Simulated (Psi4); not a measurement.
AgI (SMILES [Ag][I]), singlet, geometry from GFN2-xTB (such geometries of metal compounds can be far from the true shape) (core potentials on Ag, I). Base run: HF/def2-SVP in Psi4.

Here is a job for Psi4.
```
memory 2 GB

molecule {
0 1
  Ag   -0.00000000   -0.00000000   -1.36117526
  I     0.00000000    0.00000000    1.20707995
}

set basis def2-svp
set stability_analysis check
set scf_type pk

energy('scf')
print_variables()
```

The bond that is stretched is that between atoms 2 and 1. A test that says stable can miss a lower solution.

The base run was repeated with changes; each row names its change, and settings that it needs were set with it.

```json
[
 {"change": "base", "ΔE vs base (mEh)": "0.000", "<S^2>": "0.000"},
 {"change": "stability_analysis = follow; reference = uhf", "ΔE vs base (mEh)": "0.000", "<S^2>": "0.000"},
 {"change": "bond × 1.25", "ΔE vs base (mEh)": "19.112", "<S^2>": "0.000"},
 {"change": "stability_analysis = follow; reference = uhf; bond × 1.25", "ΔE vs base (mEh)": "19.112", "<S^2>": "0.000"},
 {"change": "bond × 1.5", "ΔE vs base (mEh)": "54.918", "<S^2>": "0.000"},
 {"change": "stability_analysis = follow; reference = uhf; bond × 1.5", "ΔE vs base (mEh)": "52.453", "<S^2>": "0.546"},
 {"change": "bond × 1.8", "ΔE vs base (mEh)": "87.781", "<S^2>": "0.000"},
 {"change": "stability_analysis = follow; reference = uhf; bond × 1.8", "ΔE vs base (mEh)": "61.973", "<S^2>": "0.955"},
 {"change": "bond × 2.2", "ΔE vs base (mEh)": "116.3", "<S^2>": "0.000"},
 {"change": "stability_analysis = follow; reference = uhf; bond × 2.2", "ΔE vs base (mEh)": "63.509", "<S^2>": "1.003"},
 {"change": "bond × 3.0", "ΔE vs base (mEh)": "143.7", "<S^2>": "0.000"},
 {"change": "stability_analysis = follow; reference = uhf; bond × 3.0", "ΔE vs base (mEh)": "63.686", "<S^2>": "1.007"}
]
```

Psi4 reported an instability in these rows: stability_analysis = follow; reference = uhf; bond × 1.5; stability_analysis = follow; reference = uhf; bond × 1.8; stability_analysis = follow; reference = uhf; bond × 2.2; stability_analysis = follow; reference = uhf; bond × 3.0 (restricted rows aren't judged here).

Where a bond breaks into two radicals, a solution with restricted orbitals usually stops being the lowest and lies too high; an unrestricted one lies lower at the price of spin contamination, which <S^2> shows.
